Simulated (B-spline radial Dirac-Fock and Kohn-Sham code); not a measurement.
In the model described below, a K (1s) vacancy in Co²⁰⁺ in the configuration 1s2 2s2 2p3, lives for 1.3 fs, which corresponds to a natural width of 0.515 eV. Out of 1000 such holes, about 488 decay by emitting a photon and the rest by ordinary Auger emission. The strongest X-ray line is Kα1 (K-L3) at 7073.4 eV, with 66 % of the radiative rate. The strongest electron group is K-L1L3 near 5161 eV, with 25 % of the non-radiative rate.

Method: a relativistic independent-particle model: LDA orbitals of the hole state, radiative multipoles to third order, Auger rates from the Coulomb interaction with a continuum orbital, Dirac-Fock energies. Computed with a radial atomic solver.
